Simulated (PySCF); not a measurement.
Compound: NbS(OMe)3, C₃H₉NbO₃S (singlet state).
Geometry (PBE0-D3(BJ)/def2-SVP, Å), atoms numbered from 1 in this order:
```
atom  x, y, z in Å
Nb1   -0.0220    0.0130    0.1376
S2    -0.0092    0.0025    2.2976
O3     1.6099   -0.6874   -0.4498
C4     2.8695   -1.1965   -0.1464
H5     3.0394   -1.2021    0.9443
H6     3.6521   -0.5825   -0.6228
H7     2.9637   -2.2286   -0.5234
O8    -0.2332    1.7807   -0.4342
C9    -0.3876    3.1274   -0.1154
H10   -0.4461    3.2684    0.9776
H11   -1.3102    3.5213   -0.5731
H12    0.4662    3.7092   -0.5011
O13   -1.4499   -1.0407   -0.4498
C14   -2.4792   -1.9359   -0.1738
H15   -2.7098   -1.9487    0.9054
H16   -2.1942   -2.9546   -0.4856
H17   -3.3881   -1.6461   -0.7267
```

Level of theory: TDDFT wB97X-D/def2-SVPD, vertical, gas phase, core orbitals frozen in the response, def2 core potentials past Kr (PySCF). Spin–orbit coupling is left out.

Transition dipole moments from the ground state, in atomic units and in the frame of the coordinates above (overall signs are arbitrary), for the states with f of 0.002 or more among the lowest 8:

```tsv
state	E (eV)	μx	μy	μz
S2	4.485	-0.135	-0.098	0.004
S3	4.486	0.101	-0.133	-0.011
S6	5.418	-0.012	0.007	-0.693
S7	5.729	0.278	-0.117	0.004
S8	5.734	-0.128	-0.274	0.008
```

(1) What oscillator strength does each state have?

(2) Which bond between heavy atoms lies closest to the direction of the S6 transition dipole?

(3) What angle do the transition dipoles of S6 and S7 make?

(4) What peak molar absorption coefficient would the strongest computed level give as a lone Gaussian band 0.4 eV wide at half height?

## Answers

(1) f = (2/3) ΔE |μ|² with ΔE in hartree (27.2114 eV).

```
state  |μ|² (au)  |μ| (D)      f
   S2      0.028     0.42  0.003
   S3      0.028     0.42  0.003
   S6      0.481     1.76  0.064
   S7      0.091     0.77  0.013
   S8      0.092     0.77  0.013
```

(2) Nb1–S2, at 1° from it; next Nb1–O13 and Nb1–O8 at 71°.

(3) |cos θ| = |μa·μb| / (|μa| |μb|) = 0.03, so θ ≈ 88° (taken between 0 and 90°, since the signs are arbitrary).

(4) ε(max) = 2.175×10⁸ f / FWHM, with the width in cm⁻¹. S6: 2.175×10⁸ × 0.0638 / 3226 ≈ 4300 L mol⁻¹ cm⁻¹.
